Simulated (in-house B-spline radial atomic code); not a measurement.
**Ionising Pt⁺ with different functionals**

Computed with an all-electron radial atomic-structure program (B-spline basis): four-component Dirac-Coulomb Hamiltonian, Fermi nucleus of rms radius 5.427 fm, spin-restricted, spherical fractional occupations for the functionals, and exact exchange of hybrids averaged over the configuration. The ionisation energy is the difference of two self-consistent energies, [Xe] 4f14 5d9 → [Xe] 4f14 5d8, without Breit or QED terms; ε is the level of the shell that loses the electron (mean over j). The electron is taken from both j subshells in proportion to 2j + 1, so the result is a j average, not the step between ground levels.

```csv
method,rung,ΔSCF (eV),-ε(5d) (eV)
PBE0,global hybrid,?,?
BHandHLYP,global hybrid,?,?
wB97X,range-separated hybrid,19.52,18.27
LC-wPBE,range-separated hybrid,19.54,18.55
```

(1) What does PBE0 give?

(2) What does BHandHLYP give?

(3) Among the functionals, which spreads more, the ΔSCF values or the orbital energies?

(4) How do they compare with the NIST value?

## Answers

(1) ΔSCF 19.72 eV, and -ε(5d) = 15.85 eV.

(2) ΔSCF 19.38 eV, and -ε(5d) = 17.31 eV.

(3) The orbital energies: ΔSCF values span about 0.34 eV and the orbital energies 2.70 eV; here energy differences depend much less on the functional than eigenvalues do.

(4) NIST lists 18.6 eV ± 0.12 (measured, ground level to ground level). Errors run from +0.82 to +1.16 eV. The correlated functionals all miss on the same side by more than they spread, so the cause is common to them (Breit-QED terms, spin polarisation, the choice among j levels, multiplet and fine-structure energies, or a listed next ion that isn't the cheapest removal here) and closeness doesn't rank the functionals.
